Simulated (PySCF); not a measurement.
C7H10P2.
SMILES with atom numbers: `[CH3:1][c:2]1[p:3][cH:4][p:5][c:6]([CH3:7])[c:8]1[CH3:9]`

Cartesian coordinates in Å at the GFN2-xTB level; atoms count from 1:
```xyz
19
C7H10P2 angstrom
C     -2.3334   -0.9400   -0.1400
C     -1.3072    0.1560   -0.0188
P     -2.0356    1.7402    0.0794
C     -0.6897    2.8056    0.2124
P      1.0003    2.4789    0.2239
C      1.1031    0.7388    0.0874
C      2.5357    0.2639    0.0677
C      0.0510   -0.1740    0.0018
C      0.3729   -1.6439   -0.1009
H     -3.3322   -0.5092   -0.1995
H     -2.3048   -1.6058    0.7234
H     -2.1653   -1.5429   -1.0320
H     -0.9488    3.8581    0.2905
H      2.7532   -0.3007   -0.8386
H      2.7588   -0.3642    0.9308
H      3.2057    1.1230    0.0995
H      0.0976   -2.0153   -1.0883
H      1.4238   -1.8510    0.0573
H     -0.1950   -2.2083    0.6364
```

Probes without a nucleus sit at each ring's centroid and 1 Å off its mean plane on both sides; NICS is minus the shielding there, NICSzz its component along the normal. Level: GIAO PBE0/pcSseg-1 (PySCF, non-relativistic, gas phase) on the GFN2-xTB geometry, one conformer.

Ring bond lengths (Å), with Mayer bond orders in brackets: C2–P3 1.746 (1.32), P3–C4 1.722 (1.32), C4–P5 1.721 (1.33), P5–C6 1.748 (1.32), C6–C8 1.396 (1.37), C8–C2 1.398 (1.35).

What do the NICS probes read (ppm)?

```json
{"ring": "C2–P3–C4–P5–C6–C8", "type": "6-membered ring with 2 P; formal bonds all aromatic", "NICS(0)": "-6.2", "NICS(1), two faces": "-9.8 / -9.7", "NICS(1)zz, two faces": "-23.2 / -23.0", "rms pucker (Å)": "0.01", "centre to ring atoms, mean (Å)": "1.61"}
```

What can be read from them?

- C2–P3–C4–P5–C6–C8: mean NICS(1)zz -23.1 ppm, shielded.

How equal are the bonds by HOMA? Use HOMA with the parameters of Krygowski (1993).

- C2–P3–C4–P5–C6–C8: HOMA 0.87; the largest term is that of P5–C6, α(R − Ropt)² = 0.30.

At the first NICS(1) probe listed for ring C2–P3–C4–P5–C6–C8, 1 Å off the ring, what do the in-plane components average?

The isotropic value is a third of the trace: (3 × -9.8 − (-23.2))/2 = -3.1 ppm.

List the ring angles and the Hirshfeld charges of the ring atoms.

- C2–P3–C4–P5–C6–C8: C2 128.2° (-0.045 e), P3 103.9° (+0.086 e), C4 130.6° (-0.179 e), P5 104.2° (+0.085 e), C6 127.7° (-0.045 e), C8 125.4° (+0.011 e); sum 720.0° against 720° for a flat convex ring.
